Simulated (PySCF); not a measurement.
# Fractional electron number in Sc (scandium, neutral)

The 4s beta orbital of [Ar] 3d1 4s2 is emptied in steps (occupation f), with all orbitals relaxed, ending at [Ar] 3d1 4s1. All numbers are calculated (PySCF 2.14, scalar relativity by spin-free X2C-1e, in jorge-DZP-DKH). The exact energy is a straight line in f; departures are measured from the line between the end points of the same method.

| f | UHF (eV) | LDA (eV) | PBE (eV) |
| --- | --- | --- | --- |
| 1 | 0.000 | 0.000 | 0.000 |
| 0.8 | 0.028 | -0.422 | -0.421 |
| 0.6 | 0.040 | -0.645 | -0.648 |
| 0.4 | 0.038 | -0.667 | -0.674 |
| 0.2 | 0.024 | -0.476 | -0.495 |
| 0 | 0.000 | 0.000 | 0.000 |

**Question.** For LDA, how does the orbital energy at f = 1 compare with the removal energy?

**Answer.** −ε = 4.033 eV against a total-energy difference of 6.637 eV. By Janak's theorem ε = ∂E/∂f, so the gap between them reflects the curvature. Along the path −ε is 5.022 (f = 0.8), 6.020 (f = 0.6), 7.045 (f = 0.4), 8.174 (f = 0.2) eV.

```
method  E(f=0) − E(f=1) (eV)  −ε at f=1 (eV)  −ε at f=0.4 (eV)
   UHF                 5.365           5.551             5.324
   LDA                 6.637           4.033             7.045
   PBE                 6.471           3.888             6.854
```

Reference removal energy between the ground levels: 6.561 eV (measured; NIST Atomic Spectra Database, ionization energies). The calculation has no spin-orbit coupling. UHF lacks correlation.
